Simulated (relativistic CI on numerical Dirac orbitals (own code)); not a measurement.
# O3+: calculation against measurement

Computed by Dirac-Coulomb-Breit CI, separate exchange-only KLI orbitals for each configuration, a model potential for QED, valence Slater integrals scaled by 0.85, P86 correlation energy added to each configuration (own radial code, finite nucleus).

Configuration list (outside the closed core 1s2): 2s2 2p, 2s 2p2, 2p3, 2s2 3s, 2s2 3p, 2s2 3d, 2p2 3s, 2p2 3p, 2s 2p 3s, 2p2 3d, 2s2 4s, 2s2 4p, 2s 2p 3p, 2s2 4d, 2s2 4f, 2s 2p 3d. Levels of other configurations are missing.

| Configuration | Term (tabulated) | J | Measured (cm⁻¹) | Computed | Error | Purity (%) |
| --- | --- | --- | --- | --- | --- | --- |
| 2s2 2p | 2P° | 1/2 | 0.0 | 0 | 0 | 97 |
| 2s2 2p | 2P° | 3/2 | 385.9 | 379 | -6 | 97 |
| 2s 2p2 | 4P | 1/2 | 71439.8 | 73165 | 1725 | 100 |
| 2s 2p2 | 4P | 3/2 | 71570.1 | 73293 | 1722 | 100 |
| 2s 2p2 | 4P | 5/2 | 71755.5 | 73469 | 1714 | 100 |
| 2s 2p2 | 2D | 5/2 | 126936.3 | 128002 | 1065 | 99 |
| 2s 2p2 | 2D | 3/2 | 126950.2 | 128018 | 1067 | 99 |
| 2s 2p2 | 2S | 1/2 | 164366.4 | 160498 | -3869 | 100 |
| 2s 2p2 | 2P | 1/2 | 180480.8 | 177607 | -2874 | 99 |
| 2s 2p2 | 2P | 3/2 | 180724.2 | 177843 | -2881 | 99 |
| 2p3 | 4S° | 3/2 | 231537.5 | 235018 | 3480 | 100 |
| 2p3 | 2D° | 5/2 | 255155.9 | 262822 | 7666 | 99 |
| 2p3 | 2D° | 3/2 | 255184.9 | 262855 | 7670 | 99 |
| 2p3 | 2P° | 1/2 | 289015.4 | 292702 | 3687 | 96 |
| 2p3 | 2P° | 3/2 | 289023.5 | 292709 | 3685 | 96 |
| 2s2 3s | 2S | 1/2 | 357614.3 | 356062 | -1552 | 94 |
| 2s2 3d | 2D | 3/2 | 419533.9 | 419100 | -434 | 94 |
| 2s2 3d | 2D | 5/2 | 419550.6 | 419114 | -437 | 94 |
| 2s 2p 3s | 4P° | 1/2 | 438849.0 | 438551 | -298 | 99 |
| 2s 2p 3s | 4P° | 3/2 | 438983.9 | 438685 | -299 | 99 |
| 2s 2p 3s | 4P° | 5/2 | 439230.9 | 438930 | -301 | 99 |
| 2s 2p 3s | 2P° | 1/2 | 452806.6 | 452433 | -374 | 96 |
| 2s 2p 3s | 2P° | 3/2 | 453071.5 | 452701 | -371 | 96 |
| 2s 2p 3p | 2P | 1/2 | 467229.3 | 469052 | 1823 | 56 |
| 2s 2p 3p | 2P | 3/2 | 467344.9 | 469126 | 1781 | 65 |
| 2s 2p 3p | 4D | 1/2 | 468337.4 | 468825 | 488 | 58 |
| 2s 2p 3p | 4D | 3/2 | 468414.9 | 468944 | 529 | 67 |
| 2s 2p 3p | 4D | 5/2 | 468550.6 | 469145 | 594 | 100 |
| 2s 2p 3p | 4D | 7/2 | 468760.0 | 469353 | 593 | 100 |
| 2s 2p 3p | 4S | 3/2 | 474478.1 | 473674 | -804 | 100 |
| 2s2 4s | 2S † | 1/2 | 485821.7 | 501455 | 15634 | 94 |
| 2s 2p 3p | 2S | 1/2 | 492890.9 | 491795 | -1096 | 96 |
| 2s 2p 3d | 4F° | 3/2 | 495169.0 | 495755 | 586 | 100 |
| 2s 2p 3d | 4F° | 5/2 | 495246.1 | 495830 | 584 | 100 |
| 2s 2p 3d | 4P° | 3/2 | 504208.9 | 502805 | -1404 | 97 |
| 2s 2p 3d | 4P° | 1/2 | 504282.3 | 502873 | -1409 | 99 |
| 2s2 4d | 2D † | 3/2 | 510569.7 | 524821 | 14251 | 99 |
| 2s2 4d | 2D † | 5/2 | 510574.1 | 524826 | 14252 | 99 |
| 2s 2p 3d | 2P° | 3/2 | 514220.4 | 515644 | 1423 | 72 |
| 2s 2p 3d | 2P° | 1/2 | 514371.3 | 515757 | 1385 | 73 |
| 2s 2p 3p | 2P | 1/2 | 549792.0 | 547692 | -2100 | 93 |
| 2s 2p 3p | 2P | 3/2 | 549855.0 | 547750 | -2105 | 93 |
| 2s 2p 3p | 2S | 1/2 | 554464.0 | 554635 | 171 | 93 |

Measured levels from Moore, Selected Tables of Atomic Spectra, NSRDS-NBS 3, section 10; pairs were made by configuration, J and term (by order where the table uses no LS term), so strongly mixed levels may be paired wrongly.

Mean error by configuration (cm⁻¹): 2s2 2p -6; 2s 2p2 -291; 2p3 5238; 2s2 3s -1552; 2s2 3d -435; 2s 2p 3s -329; 2s 2p 3p -11; 2s 2p 3d 194. Over the excited levels the mean absolute error is 1694 cm⁻¹ (42 of the 55 excited levels that our extract of the source holds in range could be paired, and the others can miss by more), and the median relative error of those above 1,000 cm⁻¹ is 0.28 %. † marks terms whose computed intervals miss the measured ones by more than a factor of 2.5, or configurations far off the rest, from wrong mixing, a near crossing or a doubtful label or measurement; they are left out of the means.
